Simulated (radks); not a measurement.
These are the eigenvalues of the occupied orbitals of an atom or ion with whole-number occupations (eV). All-electron calculation, Dirac Kohn-Sham, PBE, spin-unpolarised, spherical densities, finite nucleus; Fermi nuclear charge, rms radius of each element as measured or else 0.836 A^(1/3) + 0.57 fm. Program: a radial shooting solver on a logarithmic mesh with Libxc functionals.

orbital  eigenvalue
1s1/2     -27798.52
2s1/2     -4213.377
2p1/2     -3933.642
2p3/2     -3722.705
3s1/2     -848.4834
3p1/2     -735.5460
3p3/2     -697.4022
3d3/2     -497.6552
3d5/2     -489.8348
4s1/2     -176.7669
4p1/2     -139.3551
4p3/2     -132.4104
4d3/2      -73.2440
4d5/2      -72.2306
4f5/2      -20.8534
4f7/2      -20.8342

Which element is it, and in what charge state? The configuration may be excited. Open shells, if any, are shared by 2j + 1.

Answer. Z = 49, indium, charge +4: In4+ in [Ar] 3d10 4s2 4p5 4d9 4f1. The list shows which subshells hold electrons but not how many an open one holds; the 1s level, -1021.6 hartree, gives Z - s = 45.2 by -(Z - s)^2/2, which with screening and relativity narrows Z to a few neighbours, and the depths of the outer levels then fix element, charge and occupations together.
